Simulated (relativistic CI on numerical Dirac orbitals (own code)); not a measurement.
**What each ingredient does to the levels of Ru³⁺**

Base calculation: Dirac-Coulomb-Breit CI, orbitals from a KLI potential per configuration, model QED (radiative potential, 1s self-energy scaled to tabulated hydrogen-like ionisation energies), valence Slater integrals scaled by 0.85, P86 correlation energy added to each configuration.

Configurations in the expansion (outside the closed core [Ar] 3d10): 4s2 4p6 4d5, 4s2 4p6 4d4 5s, 4s2 4p6 4d4 5p, 4s2 4p6 4d4 4f, 4s2 4p6 4d4 5d, 4s2 4p6 4d4 6s, 4s2 4p5 4d6, 4s2 4p6 4d4 6p, 4s2 4p6 4d3 5s 5p, 4s2 4p6 4d4 6d, 4s2 4p6 4d4 7s, 4s2 4p6 4d4 5f, 4s2 4p6 4d4 7p, 4s2 4p6 4d4 5g, 4s2 4p6 4d4 7d, 4s2 4p6 4d3 4f 5s, 4s2 4p6 4d3 5p 5d, 4s 4p6 4d6, 4s2 4p6 4d3 5s2, 4s2 4p6 4d2 5s2 5p, 4s2 4p6 4d2 4f 5s2, 4s2 4p6 4d2 5s2 5d, 4s2 4p6 4d2 5s2 6s, 4s2 4p6 4d3 5p2, 4s2 4p6 4d2 5s 5p2, 4s2 4p6 4d2 5p3, 4s2 4p6 4d2 4f 5p2, 4s2 4p6 4d2 5p2 5d, 4s2 4p6 4d2 5p2 6s. Double excitations out of closed p, d and f shells are left out; levels of such configurations are missing from the list, as are those of other unlisted configurations, and high levels can miss mixing partners.

Variants: (1) Slater integrals left unscaled; (2) no correlation estimate; (3) configuration mixing switched off; (4) one mean potential for all configurations. Shifts of the energy above 4s2 4p6 4d5 6S_5/2, in cm⁻¹, for the lowest level and the first level of each name with at least 55 % of one term (blank where a level changes its place among those of its configuration and J or its character, or is not in the variant):

| Level | Base | Δ(1) | Δ(2) | Δ(3) | Δ(4) |
| --- | --- | --- | --- | --- | --- |
| 4s2 4p6 4d5 6S_5/2 | 0.0 | 0.0 | 0.0 | 0.0 | 0.0 |
| 4s2 4p6 4d5 4G_5/2 | 22767.6 | +4001.6 | +0.3 | +97.7 | -112.8 |
| 4s2 4p6 4d5 4G_7/2 | 23013.8 | +3968.1 | +0.7 | +84.2 | -122.5 |
| 4s2 4p6 4d5 4G_11/2 | 23114.3 | +3968.0 | +1.3 | +65.4 | -125.8 |
| 4s2 4p6 4d5 4G_9/2 | 23167.0 | +3952.5 | +1.0 | +72.6 | -128.0 |
| 4s2 4p6 4d5 4P_5/2 | 25062.6 | +4515.0 | -11.5 | +674.2 | -84.2 |
| 4s2 4p6 4d5 4P_3/2 | 25497.5 | +4485.4 | -12.5 | +678.2 | -95.3 |
| 4s2 4p6 4d5 4P_1/2 | 26091.4 | +4456.5 | -13.0 | +672.7 | -108.7 |
| 4s2 4p6 4d5 4D_7/2 | 27713.6 | +4662.1 | -13.1 | +758.6 | -130.5 |
| 4s2 4p6 4d5 4D_1/2 | 28356.4 | +4581.3 | -15.2 | +774.5 | -149.1 |
| 4s2 4p6 4d5 4D_5/2 | 28813.7 | +4621.5 | -14.3 | +748.0 | -153.0 |
| 4s2 4p6 4d5 4D_3/2 | 28819.1 | +4581.2 | -14.7 | +753.5 | -157.4 |
| 4s2 4p6 4d5 2I_11/2 | 33295.5 | +5869.0 | +10.0 | -364.7 | -180.6 |
| 4s2 4p6 4d5 2I_13/2 | 33804.6 | +5816.2 | +10.6 | -385.6 | -198.1 |
| 4s2 4p6 4d5 2D_3/2 | 36300.6 | +6189.2 | -14.4 | +820.4 | -155.4 |
| 4s2 4p6 4d5 4F_9/2 | 37821.0 | +6669.2 | -10.3 | +374.8 | -171.6 |
| 4s2 4p6 4d5 4F_5/2 | 38347.0 | +6563.5 | -10.5 | +419.7 | -192.7 |
| 4s2 4p6 4d5 4F_3/2 | 39278.0 | +6460.1 | -13.4 | +608.3 | -214.0 |
| 4s2 4p6 4d5 2H_9/2 | 40294.4 | +6947.8 | -4.5 | +166.9 | -200.6 |
| 4s2 4p6 4d5 2G_7/2 | 41451.7 | +6872.0 | -10.9 | +743.2 | -217.3 |
| 4s2 4p6 4d5 2H_11/2 | 41951.9 | +6988.9 | +0.6 | -66.1 | -239.7 |
| 4s2 4p6 4d5 2S_1/2 | 47922.2 | +7885.6 | -29.2 | +1695.7 | -218.0 |

Correlation outside the listed configurations is missing or only estimated: errors of thousands of cm⁻¹ between configurations and terms are usual at this charge. Rates and lifetimes follow the computed energies and can be off by large factors. The fine structure of a lone outer electron comes out too small, for d and f at times inverted, and misplaced configurations move strength between like terms.

Ionisation energy from the two ground configurations alone: base 45.77 eV; Slater integrals left unscaled 46.08 eV; no correlation estimate 44.46 eV. The NIST ASD value (theoretical) is 45 eV.

LS names give the leading component of a level, which can be under half, so a name can repeat, a term be missing and a line seem to break the LS rules.
